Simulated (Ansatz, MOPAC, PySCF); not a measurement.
Species: triaminosilylethane, C2H11N3Si, charge 0, multiplicity 1. SMILES: CC[Si](N)(N)N
Coordinates optimised at B3LYP-D3(BJ)/def2-TZVP (Ansatz, a program for electronic structure):
```
Si
N 1 1.7183
H 2 1.0066 1 120.63
H 2 1.0066 3 112.24 1 -152.41
N 1 1.7257 2 103.82 3 40.79
H 5 1.0076 1 120.38 2 -158.96
H 5 1.0083 6 110.98 1 148.85
N 1 1.7264 2 103.14 3 168.02
H 8 1.0076 1 120.56 2 164.07
H 8 1.0082 9 111.01 1 -148.88
C 1 1.8783 2 118.63 3 -75.61
H 11 1.0943 1 107.87 2 68.72
H 11 1.0969 12 105.68 1 -116.40
C 11 1.5337 12 109.98 13 -118.45
H 14 1.0913 11 111.34 12 178.58
H 14 1.0924 15 107.13 11 -121.42
H 14 1.0924 15 107.86 16 -115.48
```
Charge 0, spin multiplicity 1.

Property: size of the dipole moment, in D. Set-up: no dispersion term unless named; 6-311+G** with 5d, 6d on Na to Ar in Ansatz; six Cartesian d functions in 6-31G* and its kin unless marked 5d; non-relativistic; spin-orbit terms left out. Ab initio and DFT rows: single points at B3LYP-D3(BJ) geometries (Ansatz). Semi-empirical rows: dipoles at the shared geometry.

```json
[
 {"level": "AM1", "program": "MOPAC", "size of the dipole moment (D)": "1.12"},
 {"level": "PM3", "program": "MOPAC", "size of the dipole moment (D)": "0.85"},
 {"level": "MNDO", "program": "MOPAC", "size of the dipole moment (D)": "1.10"},
 {"level": "PBE/STO-3G", "program": "Ansatz", "size of the dipole moment (D)": "1.01"},
 {"level": "PBE/3-21G", "program": "Ansatz", "size of the dipole moment (D)": "1.17"},
 {"level": "PBE/def2-SVP", "program": "Ansatz", "size of the dipole moment (D)": "1.03"},
 {"level": "PBE/6-311+G**", "program": "Ansatz", "size of the dipole moment (D)": "0.81"},
 {"level": "BLYP/6-31G*", "program": "Ansatz", "size of the dipole moment (D)": "1.00"},
 {"level": "B3LYP/3-21G", "program": "Ansatz", "size of the dipole moment (D)": "1.17"},
 {"level": "B3LYP/6-31+G*", "program": "Ansatz", "size of the dipole moment (D)": "0.88"},
 {"level": "B3LYP/6-311+G**", "program": "Ansatz", "size of the dipole moment (D)": "0.84"},
 {"level": "M06-2X/6-31G* (5d)", "program": "PySCF", "size of the dipole moment (D)": "1.05"},
 {"level": "M06-2X/6-311+G**", "program": "PySCF", "size of the dipole moment (D)": "0.86"}
]
```

No value to compare with is used here. The 13 habitual levels span 0.81 (PBE/6-311+G**) to 1.17 D (PBE/3-21G).

The levels are drawn from those run, B3LYP/6-31G* more often than the rest, none by its result; left out are runs that failed, that the program found above a lower state of the same kind, or whose <S^2> lies over 0.5 above the pure value.
